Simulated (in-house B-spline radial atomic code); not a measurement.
What moves the levels of Cu8+ ([Ar] 3d3)? Level of theory: Dirac-Hartree-Fock, average of configuration, Fermi nucleus of rms radius 3.8823 fm; calculated with an all-electron radial atomic-structure program (B-spline basis).

Baseline run (computed): total energy -1631.3187 hartree, 1s1/2 at -340.0231 hartree, 3d5/2 at -197.29 eV with <r> = 0.6711 bohr.

Scaling the speed of light c (a factor of 100 is close to the non-relativistic limit):

```
c/c0  ΔE (hartree)  3d5/2 level (eV)  3d5/2 <r> (bohr)
 0.9       -3.5217          -197.069            0.6717
0.98      -0.61638          -197.252            0.6712
1.02       0.57945          -197.327            0.6711
 1.2        4.5328          -197.578            0.6705
 100        14.611          -198.227            0.6689
```

Changing the nucleus:

| nucleus | ΔE (eV) |
| --- | --- |
| Gaussian nucleus of rms radius 3.8823 fm | -0.000201 |
| Gaussian nucleus of rms radius 0.01 fm | -0.2 |
| Fermi nucleus of rms radius 3.8047 fm | -0.00773 |
| Fermi nucleus of rms radius 3.9599 fm | 0.00788 |

A larger nucleus binds the electrons less, roughly as the density at the nucleus times the change of the nuclear <r²>. At equal rms radius the shape enters only through higher moments. A radius of 0.01 fm is nearly a point.
